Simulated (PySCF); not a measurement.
# Peak assignment

Mapped SMILES: `[CH3:1][O:2][C:3](=[O:4])[SiH2:5][P:6]([SiH3:7])[SiH3:8]` (H(Xn): hydrogen on atom n).

All values are calculated (PySCF 2.14): B97-2/pcSseg-1 with gauge-including orbitals, coordinates at the PBE0-D3(BJ)/def2-SVP level. One computed conformer, isolated molecule, fast rotation and ring inversion assumed for equivalent nuclei, no relativistic terms.

δ = σ(ref) − σ, references computed at the same level: 13C and 1H against TMS.

(1) Assign these signals to the numbered atoms. 13C{1H} NMR (computed): δ 184.7, 51.8.

(2) Assign these signals to the numbered atoms. 1H NMR (400 MHz, computed): δ 4.44 (m, 2H), 4.02 (m, 6H), 3.70 (s, 3H).

Results:

(1) 
184.7 → C3, carbonyl carbon
51.8 → C1, methyl carbon bonded to O: the inductive effect lowers its shielding

(2) 
4.44 → H(Si5), hydrogen on a silicon bonded to C, P
4.02 → H(Si7)/H(Si8), hydrogen on a silicon bonded to P
3.70 → H(C1), hydrogen on a methyl carbon bonded to O: its carbon carries O, which withdraws density

Splittings by 31P in the carbon and heteronuclear signals aren't shown, as no couplings were computed. Shifts are as computed. Against solution values, carbons near 30 ppm lie about +1 ppm off and those near 130 ppm about +2 ppm. Of 1309 compounds with measured shifts, 239 miss one by over three times the rms of a fit or turn the order of signals round; such compounds aren't used in these exercises. Multiplicities follow the n + 1 count of equivalent neighbours, as no J values were calculated; m marks all less simple cases, F and P coupling included.
